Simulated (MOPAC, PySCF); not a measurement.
HF3OSn, SMILES `[OH][Sn]([F])([F])[F]`, neutral singlet in the gas phase. 

Cartesian coordinates (Å):
```xyz
6

O      1.4861     0.1569    -0.5099
Sn    -0.3839     0.0607    -0.0269
F     -0.6160    -1.0006     1.5365
F     -1.4240    -0.6881    -1.4243
F     -1.1153     1.7787     0.3056
H      2.0532    -0.3076     0.1190
```
Charge 0, multiplicity 1.

All levels are single points at this geometry (B3LYP-D3(BJ)/def2-TZVP); Pople sets use spherical d functions. Orbital energies aren't observables, and empty levels follow the basis.

AM1 in MOPAC gives gap (eV) = 11.45.

Question: Estimate the gap (eV) from each of these levels: B3LYP-D3(BJ)/def2-TZVP in PySCF; PBE-D3(BJ)/def2-TZVP in PySCF; B3LYP/6-311+G** (LANL2DZ on Sn) in PySCF; B3LYP/LANL2DZ in PySCF; BP86/6-31G* (LANL2DZ on Sn) in PySCF; PM3 in MOPAC; PM6 in MOPAC; PM7 in MOPAC.

Answer: 
```json
[
 {"level": "B3LYP-D3(BJ)/def2-TZVP in PySCF", "gap (eV)": "6.60"},
 {"level": "PBE-D3(BJ)/def2-TZVP in PySCF", "gap (eV)": "4.43"},
 {"level": "B3LYP/6-311+G** (LANL2DZ on Sn) in PySCF", "gap (eV)": "6.75"},
 {"level": "B3LYP/LANL2DZ in PySCF", "gap (eV)": "6.48"},
 {"level": "BP86/6-31G* (LANL2DZ on Sn) in PySCF", "gap (eV)": "4.65"},
 {"level": "PM3 in MOPAC", "gap (eV)": "11.29"},
 {"level": "PM6 in MOPAC", "gap (eV)": "10.93"},
 {"level": "PM7 in MOPAC", "gap (eV)": "12.04"}
]
```
